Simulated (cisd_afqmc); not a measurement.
Input (AFQMC/CISD/def2-SVP; cisd_afqmc is a phaseless AFQMC code with CISD trial states that reads the integrals written by Ansatz):

Ansatz 0.2 input:
```python
import cisd_afqmc

open("ham.yaml", "w").write("""\
crystal:
  periodic: [false, false, false]
  atoms:
    - {symbol: Tl, position_ang: [-0.00000000, -0.00000000, -0.43926089]}
    - {symbol: Cl, position_ang: [0.00000000, 0.00000000, 2.09294892]}
basis:
  gaussian:
    orbitals: def2-SVP
magnetization: {spin_polarized: false}
correlation: {method: ccsd, electrons: outside_noble_gas, hamiltonian_folder: ham}
""")
rep = cisd_afqmc.ansatz("ham.yaml")
e_ccsd = rep["correlation"]["coupled_cluster"]["energy"]["hartree"]
out = cisd_afqmc.run("ham", e_ccsd, trial="CISD", walkers=200, populations=8, threads=8, dt=0.005, steps=40, early=36, settle=10, least=32,
    cut=5e-5, rank_cut=2e-4, target=0.0004, seconds=1500, seed=1, memory=17280, gpu=False)
```

Output:

```
orbitals 30, occupied [5], factors 168 of 511, rank of the doubles 60 of 125
E(HF) = -630.946250
E(CCSD) on the cut factors = -631.128976, shift to the whole factors -0.000001
Energy of the trial state on the determinant = -631.128965
  tau behind 10.8 of longer steps, mean of the populations' last blocks
   2.0  -631.13473
   4.0  -631.13412
   6.0  -631.13366
   8.0  -631.13359
blocks 346 (0 outliers left out), error by blocks joined: 1: 0.00010, 2: 0.00012, 4: 0.00016, 8: 0.00017, 16: 0.00016
E(AFQMC/CISD) = -631.13380 +/- 0.00017
```
